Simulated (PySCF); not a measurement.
Computed shifts of a molecule C₂H₇NOSi₂, PBE/pcSseg-1 in PySCF, GIAO, gas phase, atoms alike by connectivity averaged where their shifts nearly agree, in ppm (number of nuclei): ¹³C: 213.2 (1), 35.7 (1). ¹⁵N: 450.4 (1). ²⁹Si: 7.5 (1), -30.5 (1). ¹H: 5.99 (2), 5.44 (2), 2.82 (3). References: ¹³C against TMS (σ = 182.0 ppm); ¹⁵N against NH3 (σ = 267.0 ppm); ²⁹Si against TMS (σ = 335.4 ppm); ¹⁷O against H2O (σ = 334.3 ppm); ¹H against TMS (σ = 31.49 ppm), references at their B3LYP-D3(BJ)/def2-TZVP geometries, non-relativistic. Coordinates come from a B3LYP-D3(BJ)/def2-SVP optimisation. The values are those of a single conformer.

### Question
Pick the molecule that these values belong to.
(A) N[SiH2]C1=CO[SiH2]1
(B) O[Si@H]1C=NC[SiH2]1
(C) C=C1O[SiH2][Si@@H]1N
(D) CC1=N[SiH2]O[SiH2]1

### Answer
D, CC1=N[SiH2]O[SiH2]1
